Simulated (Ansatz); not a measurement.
One change: `FC(Cl)(Cl)I` becomes `F[Si](Cl)(Cl)I`.

Ansatz, PBE0-D4/def2-TZVP geometries, multiplicity 1. 

Elements past krypton have def2 core potentials.

| property | `FC(Cl)(Cl)I` |
| --- | --- |
| HOMO energy (ωB97M-V/def2-TZVPP) / eV | -10.13 |
| HOMO energy (PBE/def2-TZVPP) / eV | -6.73 |
| size of the dipole moment (PBE/def2-TZVPP) / D | 0.42 |
| HOMO energy (PBE0/def2-TZVPP) / eV | -7.96 |
| HOMO–LUMO gap (ωB97M-V/def2-TZVPP) / eV | 9.86 |
| zero-point energy (PBE0-D4/def2-TZVP) / kJ/mol | 27.2 |

Q: What does the change do to each property? (Best estimate.)

A: Computed: 
```tsv
property	`F[Si](Cl)(Cl)I`	shift
HOMO energy (ωB97M-V/def2-TZVPP) / eV	-10.45	-0.32
HOMO energy (PBE/def2-TZVPP) / eV	-7.13	-0.40
size of the dipole moment (PBE/def2-TZVPP) / D	0.78	0.36
HOMO energy (PBE0/def2-TZVPP) / eV	-8.32	-0.36
HOMO–LUMO gap (ωB97M-V/def2-TZVPP) / eV	11.17	1.31
zero-point energy (PBE0-D4/def2-TZVP) / kJ/mol	20.5	-6.7
```

With PBE0 the HOMO falls by 0.36 eV and the LUMO rises by 1.08 eV, so the gap widens by about 1.44 eV. PBE moves the HOMO by -0.40 eV and ωB97M-V by -0.32 eV. Dipoles are sizes alone; their direction can turn.

Spin–orbit coupling is left out; it splits and shifts lone-pair levels of the heavy atoms by tenths of an eV.
